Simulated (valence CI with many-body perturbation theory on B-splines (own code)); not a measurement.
# E1 transitions of W LXVIII

Calculated by valence CI with perturbative core correlation (CI+MBPT): five valence electrons over a frozen Dirac-Fock core [He], radial functions for each j: 9 s, 9 p, 8 d, 6 f, 3 g, 1 h, with the one-electron correlation potential Σ1 (screened to all orders), the two-electron term Σ2, the three-electron term Σ3, Breit, model QED; selected single and double excitations, second order for the rest (own B-spline code, finite nucleus).

No measured spectrum was set against this ion. As an estimate, large intervals hold to a few tenths of a per cent, small ones and those within an open d or f shell to about a per cent. Among the levels kept, up to 1200 cm⁻¹ of a level comes from second order outside the variational space, and about a tenth of that is noise between levels of different J, which matters for small intervals.

Lines 1 to 50 of 261 in falling wavelength, among levels below 11275 eV, chosen from the strongest by gf and those to the six lowest levels. Wavelengths and rates use the calculated energies. Electric multipoles are in the length gauge, E1 and E2 with the static RPA response of the core. Weak lines are less certain than strong ones. Lines between different terms over intervals too small for the method are left out, as are lines whose strength nearly cancels. The highest levels of a list are the least certain.

Levels are named by their leading jj configuration (3d3/2^4 stands for four electrons in 3d with j = 3/2), which in mixed levels can hold well under half, so a name can repeat and another be missing. Letters in brackets count levels of one name in rising energy.

```csv
λ vac (Å),Upper,Lower,A (s⁻¹),log gf,Branch %
143.1,(2s 2p1/2^2 2p3/2 3p1/2) J=5/2,(2s 2p1/2^2 2p3/2 3s) J=3/2 [a],3.03e+09,-1.25,0.0
128.0,(2s^2 2p1/2 2p3/2 3p1/2) J=5/2,(2s^2 2p1/2 2p3/2 3s) J=3/2 [b],4.30e+09,-1.20,0.2
126.3,(2s 2p1/2^2 2p3/2 3p1/2) J=3/2 [b],(2s 2p1/2^2 2p3/2 3s) J=3/2 [b],4.81e+09,-1.34,0.0
119.5,(2s^2 2p1/2 2p3/2 3p1/2) J=5/2,(2s^2 2p1/2 2p3/2 3s) J=5/2,4.92e+09,-1.20,0.2
117.9,(2s^2 2p1/2^2 3p1/2) J=1/2,(2s^2 2p1/2^2 3s) J=1/2,1.12e+10,-1.33,0.4
112.6,(2s^2 2p1/2 2p3/2 3p1/2) J=3/2 [a],(2s^2 2p1/2 2p3/2 3s) J=3/2 [a],5.77e+09,-1.36,0.3
107.6,(2s 2p1/2^2 2p3/2 3p1/2) J=3/2 [a],(2s 2p1/2^2 2p3/2 3s) J=5/2,1.19e+10,-1.08,0.0
106.9,(2s 2p1/2^2 2p3/2 3p1/2) J=5/2,(2s 2p1/2^2 2p3/2 3s) J=5/2,7.67e+09,-1.10,0.0
84.97,(2s^2 2p1/2 2p3/2 3p1/2) J=3/2 [b],(2s^2 2p1/2 2p3/2 3s) J=5/2,1.93e+10,-1.08,0.4
66.61,(2s^2 2p1/2 2p3/2 3d5/2) J=3/2 [a],(2s^2 2p1/2 2p3/2 3p3/2) J=3/2 [b],1.83e+10,-1.31,0.0
65.76,(2s^2 2p1/2 2p3/2 3d5/2) J=3/2 [b],(2s^2 2p1/2 2p3/2 3p3/2) J=1/2 [b],2.53e+10,-1.18,0.0
64.01,(2s^2 2p1/2 2p3/2 3d5/2) J=1/2,(2s^2 2p1/2 2p3/2 3p3/2) J=1/2 [b],3.65e+10,-1.35,0.0
62.94,(2s^2 2p1/2 2p3/2 3d5/2) J=5/2 [b],(2s^2 2p1/2 2p3/2 3p3/2) J=5/2 [b],1.75e+10,-1.21,0.0
62.81,(2s 2p1/2^2 2p3/2 3d5/2) J=5/2,(2s 2p1/2^2 2p3/2 3p3/2) J=5/2 [a],2.52e+10,-1.05,0.0
61.93,(2s 2p1/2^2 2p3/2 3d5/2) J=9/2,(2s 2p1/2^2 2p3/2 3p3/2) J=7/2,7.51e+10,-0.36,42.9
60.80,(2s^2 2p1/2 2p3/2 3d5/2) J=7/2 [a],(2s^2 2p1/2 2p3/2 3p3/2) J=5/2 [a],6.48e+10,-0.54,0.2
60.78,(2s 2p1/2^2 2p3/2 3d5/2) J=7/2,(2s 2p1/2^2 2p3/2 3p3/2) J=5/2 [a],6.38e+10,-0.55,0.0
60.51,(2s^2 2p1/2 2p3/2 3d5/2) J=5/2 [b],(2s^2 2p1/2 2p3/2 3p3/2) J=3/2 [b],3.92e+10,-0.89,0.0
60.42,(2s^2 2p1/2 2p3/2 3d5/2) J=7/2 [b],(2s^2 2p1/2 2p3/2 3p3/2) J=5/2 [b],5.94e+10,-0.58,0.0
59.51,(2s^2 2p1/2 2p3/2 3d5/2) J=9/2,(2s^2 2p1/2 2p3/2 3p3/2) J=7/2,7.84e+10,-0.38,46.3
59.34,(2s^2 2p1/2^2 3d5/2) J=5/2,(2s^2 2p1/2^2 3p3/2) J=3/2,7.99e+10,-0.60,0.0
57.48,(2s 2p1/2^2 2p3/2 3d5/2) J=5/2,(2s 2p1/2^2 2p3/2 3p3/2) J=3/2 [a],5.35e+10,-0.80,0.0
57.33,(2s^2 2p1/2 2p3/2 3d5/2) J=5/2 [a],(2s^2 2p1/2 2p3/2 3p3/2) J=3/2 [a],5.88e+10,-0.76,0.0
56.75,(2s^2 2p1/2 2p3/2 3d5/2) J=3/2 [a],(2s^2 2p1/2 2p3/2 3p3/2) J=1/2 [a],4.98e+10,-1.02,0.0
53.44,(2s 2p1/2^2 2p3/2 3d5/2) J=7/2,(2s 2p1/2^2 2p3/2 3p3/2) J=7/2,1.92e+10,-1.18,0.0
52.92,(2s^2 2p1/2 2p3/2 3d5/2) J=7/2 [b],(2s^2 2p1/2 2p3/2 3p3/2) J=7/2,1.80e+10,-1.22,0.0
50.05,(2s^2 2p1/2 2p3/2 3d5/2) J=3/2 [b],(2s^2 2p1/2 2p3/2 3p3/2) J=3/2 [a],4.62e+10,-1.16,0.0
40.36,(2s 2p1/2^2 2p3/2 3p3/2) J=7/2,(2s^2 2p1/2 2p3/2 3p3/2) J=5/2 [a],6.16e+10,-0.92,0.5
38.35,(2s 2p1/2^2 2p3/2^2) J=5/2,(2s^2 2p1/2 2p3/2^2) J=5/2,2.02e+10,-1.57,0.7
35.79,(2s 2p1/2^2 2p3/2^2) J=5/2,(2s^2 2p1/2 2p3/2^2) J=3/2,3.15e+10,-1.44,1.1
32.90,(2s 2p1/2^2 2p3/2^2) J=1/2,(2s^2 2p1/2 2p3/2^2) J=1/2,7.17e+10,-1.63,0.7
32.79,(2s 2p1/2^2 2p3/2^2) J=3/2,(2s^2 2p1/2 2p3/2^2) J=1/2,3.22e+07,-4.68,0.0
32.55,(2s 2p1/2^2 2p3/2 3d3/2) J=5/2 [b],(2s^2 2p1/2 2p3/2 3d3/2) J=7/2,4.97e+10,-1.32,0.1
32.06,(2s 2p1/2^2 2p3/2 3p3/2) J=5/2 [b],(2s^2 2p1/2 2p3/2 3p3/2) J=7/2,4.80e+10,-1.35,0.0
28.78,(2s 2p1/2^2 2p3/2^2) J=3/2,(2s^2 2p1/2 2p3/2^2) J=5/2,8.27e+10,-1.39,0.4
27.80,(2s 2p1/2^2 2p3/2 3p3/2) J=5/2 [a],(2s 2p1/2^2 2p3/2 3s) J=3/2 [b],7.27e+10,-1.30,0.0
27.39,(2s 2p1/2^2 2p3/2^2) J=1/2,(2s^2 2p1/2 2p3/2^2) J=3/2,1.19e+08,-4.57,0.0
27.31,(2s 2p1/2^2 2p3/2^2) J=3/2,(2s^2 2p1/2 2p3/2^2) J=3/2,2.65e+10,-1.93,0.1
27.21,(2p1/2^2 2p3/2^3) J=3/2,(2s 2p1/2 2p3/2^3) J=5/2,1.64e+11,-1.14,0.6
25.21,(2s^2 2p1/2 2p3/2 3d3/2) J=5/2 [b],(2s^2 2p1/2 2p3/2 3p1/2) J=3/2 [b],5.03e+11,-0.54,0.0
24.92,(2s^2 2p1/2 2p3/2 3d3/2) J=3/2 [b],(2s^2 2p1/2 2p3/2 3p1/2) J=3/2 [b],5.85e+11,-0.66,0.0
24.86,(2s^2 2p1/2 2p3/2 3p3/2) J=1/2 [a],(2s^2 2p1/2 2p3/2 3s) J=3/2 [b],2.63e+11,-1.31,3.1
24.71,(2s^2 2p1/2 2p3/2 3d3/2) J=5/2 [a],(2s^2 2p1/2 2p3/2 3p1/2) J=5/2,1.64e+11,-1.05,0.1
24.64,(2s^2 2p1/2 2p3/2 3p3/2) J=3/2 [a],(2s^2 2p1/2 2p3/2 3s) J=3/2 [b],5.40e+11,-0.71,12.0
24.60,(2s 2p1/2^2 2p3/2 3p3/2) J=3/2 [a],(2s 2p1/2^2 2p3/2 3s) J=3/2 [a],1.00e+12,-0.44,0.3
24.44,(2s^2 2p1/2 2p3/2 3d3/2) J=1/2 [b],(2s^2 2p1/2 2p3/2 3p1/2) J=3/2 [b],7.51e+11,-0.87,0.0
24.43,(2s 2p1/2^2 2p3/2 3d3/2) J=3/2 [b],(2s 2p1/2^2 2p3/2 3p1/2) J=3/2 [b],3.48e+11,-0.90,0.2
24.39,(2s 2p1/2^2 2p3/2 3d3/2) J=5/2 [a],(2s 2p1/2^2 2p3/2 3p1/2) J=5/2,5.01e+11,-0.57,0.3
24.36,(2s 2p1/2^2 2p3/2 3d3/2) J=3/2 [b],(2s 2p1/2^2 2p3/2 3p1/2) J=1/2,4.62e+11,-0.78,0.3
24.35,(2s 2p1/2^2 2p3/2 3d3/2) J=5/2 [a],(2s 2p1/2^2 2p3/2 3p1/2) J=3/2 [a],4.36e+11,-0.63,0.3
```

Problem. How does gf follow from A for the line at 56.75 Å?

Solution. gf = 1.4992 × (2J+1)_upper × A / σ², with σ = 1761984 cm⁻¹ and 2J+1 = 4: gf = 0.0962.
